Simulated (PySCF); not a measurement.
# AlCl₃: how level, basis and relativity move the structure

Each row is its own optimisation.

Each entry is the lowest minimum that a search over a few typed start shapes (and spin states, where more than one is plausible) found, or that minimum re-optimised at the stated level; isomers with ligand–ligand bonds, or fragments after loss of a ligand pair, can lie lower. Open shells are unrestricted; no spin–orbit coupling; PySCF with density fitting.

| level | 2S+1 | point group | mean bond to Al (Å) | polar-tensor charge of Al | distinct angles (°) | gap (eV) |
| --- | --- | --- | --- | --- | --- | --- |
| B3LYP/def2-TZVP (no relativity) | 1 | D3h | 2.079 | 1.57 | 120 | 7.47 |
| PBE/def2-TZVP (no relativity) | 1 | D3h | 2.085 | 1.50 | 120 | 5.72 |
| PBE0/def2-TZVP (no relativity) | 1 | D3h | 2.070 | 1.58 | 120 | 8.11 |

Across these levels the mean bond spreads over 0.015 Å and the highest wavenumber over 21 cm⁻¹; all give the same point group.

Levels that gave another bonding pattern or an unsound solution are left out.
